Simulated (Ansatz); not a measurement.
`CC[NH][SnH3]` + H₂Se → `[SeH][SnH3]` + `CCN` at 500 K and 1 bar (ligand exchange at the Sn–N bond).

Program: Ansatz. Geometries: PBE0-D4/def2-TZVP. ΔE: electronic, gas phase. CCSD(T)/CBS is the MP2 limit (def2-TZVPP, def2-QZVPP) plus CCSD(T) − MP2 in def2-TZVPP, frozen cores. def2 core potentials past Kr. For Se, Sn outer-core shells are correlated without core-valence functions, which leaves a few kJ/mol of doubt a bond. Scalar relativity is left out up to krypton. Each species was taken in one conformer, which may not be the lowest.

```csv
species,CCSD(T)/CBS energy (Eh),H − E (kJ/mol),S (J/(mol·K))
`CC[NH][SnH3]`,-350.22359,317.7,426.1
H₂Se,-2401.89790,53.1,237.8
`[SeH][SnH3]`,-2617.13827,106.3,358.1
`CCN`,-135.01652,275.2,315.2
```

H − E and S are ideal-gas, rigid-rotor, harmonic terms from PBE0-D4/def2-TZVP, for one conformer and one mirror image of each species. 1 Eh = 2625.50 kJ/mol, R = 8.31446 J/(mol·K).

**Question.** By hand: ΔE, ΔH, ΔS and ΔG.

**Answer.** ΔE = (-2617.13827) + (-135.01652) − (-350.22359) − (-2401.89790) = -0.03330 Eh = -87.4 kJ/mol. Δ(H − E) = 106.3 + 275.2 − 317.7 − 53.1 = 10.7, so ΔH = -76.7 kJ/mol. ΔS = 358.1 + 315.2 − 426.1 − 237.8 = 9.4 J/(mol·K). ΔG = -76.7 − 500 × (9.4)/1000 = -81.4 kJ/mol.

**Question.** By hand: the equilibrium constant, and the temperature at which ΔG would vanish if ΔH and ΔS stayed fixed.

**Answer.** log₁₀ K = −ΔG/(RT ln 10) = 8.5. ΔH and −TΔS have one sign here, so there is no such temperature.

The number of gas molecules stays the same, so ΔS is small and ΔH decides. A doubt of 5 kJ/mol in ΔE shifts log₁₀ K by 0.5 here. Other conformers and mirror images would add mixing entropy, several J/(mol·K) or more a flexible species. These are equilibria of isolated gas molecules and say nothing of rates. Largest T1 diagnostic: 0.012 (customary marks: 0.02 for closed shells, 0.045 for open ones).

ΔS is within the doubt of such terms, so its sign, and with it that verdict, could turn.
